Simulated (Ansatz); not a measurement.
Dissociation curve of Al(Me)2(H), C2H7Al, SMILES [CH3][AlH][CH3]. The Al1–C7 bond (Al1 also carries C, H; C7 carries H, H, H) is varied alone, starting from the PBE0/def2-SVP optimised geometry.

Calculation: Ansatz (a first-principles code) with CCSD(T) on UHF/cc-pVDZ, frozen core.

Relative to R = 2.01 Å, what are the energies at R = 1.62, 1.71, 1.91, 4.13 Å?

58.6 mEh at 1.62 Å, 28.7 mEh at 1.71 Å, 1.5 mEh at 1.91 Å, 136.6 mEh at 4.13 Å.

The unrestricted determinant behind UCCSD(T) is spin-contaminated at 2.85 to 5.65 Å (<S²> up to 1.0, against 0.00 for a pure singlet).
